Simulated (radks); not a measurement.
Q: All-electron atom: Cd2+ in [Kr] 4d10. Method: Dirac Kohn-Sham, XLYP, spin-unpolarised, spherical densities, finite nucleus; Fermi nuclear charge, rms radius 4.6087 fm; computed with a radial shooting solver on a logarithmic mesh with Libxc functionals.

Spin-orbit splittings of the eigenvalues, e(l+1/2) - e(l-1/2), with zeta = 2 splitting/(2l+1) and mean radii in bohr:

shell  occ.  splitting (eV)  zeta (eV)  <r> j=l-1/2  <r> j=l+1/2
2p        6           192.6      128.4       0.1112       0.1164
3p        6           34.39      22.92       0.3495       0.3605
3d       10           6.988      2.795       0.3327       0.3362
4p        6               ?          ?       0.9385       0.9695
4d       10          0.7177     0.2871        1.246        1.263

Estimate the 4p splitting.

A: 5.847 eV (zeta = 3.898 eV).
